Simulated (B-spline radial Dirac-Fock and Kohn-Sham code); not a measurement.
**Anomalous scattering factors of Te, 626.2 eV to 3.739 keV**

Model: the dispersion relation over Dirac-Hartree-Slater subshell photoionisation cross sections, with the Kissel-Pratt high-energy constant (isolated atom, no bound-bound lines or fine structure). Program: an atomic code on a B-spline grid. The forward scattering factor is f₀ + f′ + i f″.

Edges near this range: L2 4612.0 eV, L3 4341.0 eV, M1 1006.0 eV, M2 870.8 eV, M3 820.8 eV, M4 583.4 eV, M5 573.0 eV.

| hν (eV) | λ (Å) | f′ (e) | f″ (e) | tabulated f′ | tabulated f″ |
| --- | --- | --- | --- | --- | --- |
| 626.2 | 19.80 | -34.767 | 39.398 | – | 38.88 |
| 1000 | 12.40 | -14.940 | 25.069 | -14.98 | 24.98 |
| 1045 | 11.86 | -12.963 | 25.046 | -13.02 | 24.36 |
| 1200 | 10.33 | -9.316 | 21.410 | -9.37 | 20.44 |
| 1219 | 10.17 | -9.015 | 21.016 | -9.01 | 20.03 |
| 1224 | 10.13 | -8.940 | 20.914 | -8.94 | 19.93 |
| 1253.6 | 9.890 | -8.519 | 20.325 | -8.57 | 19.33 |
| 1486.9 | 8.338 | -6.357 | 16.426 | -6.31 | 15.48 |
| 1503 | 8.249 | -6.262 | 16.198 | -6.23 | 15.25 |
| 1520 | 8.157 | ? | ? | ? | ? |
| 1638 | 7.569 | -5.633 | 14.466 | -5.59 | 13.57 |
| 1665 | 7.446 | -5.538 | 14.154 | -5.51 | 13.28 |
| 2000 | 6.199 | -4.922 | 11.012 | -4.92 | 10.38 |
| 2433 | 5.096 | -4.944 | 8.334 | -4.92 | 7.93 |
| 2883 | 4.301 | -5.432 | 6.494 | -5.43 | 6.24 |
| 2984.4 | 4.154 | -5.592 | 6.166 | -5.62 | 5.95 |
| 3739 | 3.316 | -7.582 | 4.370 | -7.64 | 4.08 |

Question: What are f′ and f″ at 1520 eV?

Answer: f′ = -6.166 and f″ = 15.964 electrons (tables: -6.15 and 15.02). By the optical theorem f″ corresponds to a photoabsorption cross section 2 rₑ λ f″ = 734000 b.

Tabulated f′: xraylib 4.2 anomalous scattering factors (Cullen et al., EPDL97); f″: Chantler's tables (J. Phys. Chem. Ref. Data 1995 and 2000). Both are theoretical tables.

Values without a named source are computed, but for edge energies of neutral atoms, which are taken from tables.
